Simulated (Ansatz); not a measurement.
Two isomers of C2H8B2O: A = `BCCBO`, B = `CBBOC`.

Isolated molecules relaxed with PBE0-D4/def2-TZVP in Ansatz; ΔE leaves out vibrations. CCSD(T)/CBS is the MP2 limit (def2-TZVPP, def2-QZVPP) plus CCSD(T) − MP2 in def2-TZVPP, frozen cores. DFT in def2-TZVPP. B3LYP here is the variant with VWN-RPA as its local correlation; programs differ in this. Each species was taken in one conformer, which may not be the lowest.

Problem. Which is lower in electronic energy at CCSD(T)/CBS, and by how much? (An estimate is asked.)

Solution. The calculation gave: A, by 66.9 kJ/mol.

Problem. Give E(B) − E(A) in kJ/mol with B3LYP-D4, r2SCAN-D4, B3LYP, MP2/def2-TZVPP, B2PLYP, PBE-D4, HF/def2-TZVPP. (An estimate is asked.)

Solution. Ansatz gave: B3LYP-D4 55.2, r2SCAN-D4 58.6, B3LYP 54.8, MP2/def2-TZVPP 74.2, B2PLYP 61.4, PBE-D4 54.2, HF/def2-TZVPP 62.0. None reverses the order clearly.

Largest T1 diagnostic: 0.013.

From PBE to PBE0 (25 % exact exchange), in def2-TZVPP and without D4, E(B) − E(A) moves by +6.0 kJ/mol. In def2-TZVPP, CCSD(T) changes the Hartree–Fock value by +3.1 kJ/mol (the triples alone add −0.2 kJ/mol) and MP2 by +12.2 kJ/mol.
